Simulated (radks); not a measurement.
The numbers below are computed, except where a source is named.
Valence configurations of C II (all share [He]). Code: a radial shooting solver on a logarithmic mesh with Libxc functionals. Model: scalar-relativistic Kohn-Sham, PBE, spin-polarised, spherical densities, point nucleus; open shells are filled with parallel spins first. Energies are relative to 2s2 2p1; eigenvalues in eV for spin up.

valence      E (eV)  moment (Bohr magnetons)    e(2p)    e(2s)
2s2 2p1       0.000                        1  -17.727  -26.508
2s1.5 2p1.5   2.991                        2  -18.302  -27.141
2s1 2p2       4.817                        3  -18.658  -27.537
2s0.5 2p2.5   9.249                        3  -18.680  -27.528
2p3          13.665                        3  -18.698        -

NIST lists [He] 2s2 2p1 as the ground configuration; this level of theory agrees among the configurations tried. The energies are those of spherical high-spin densities, not of single terms.
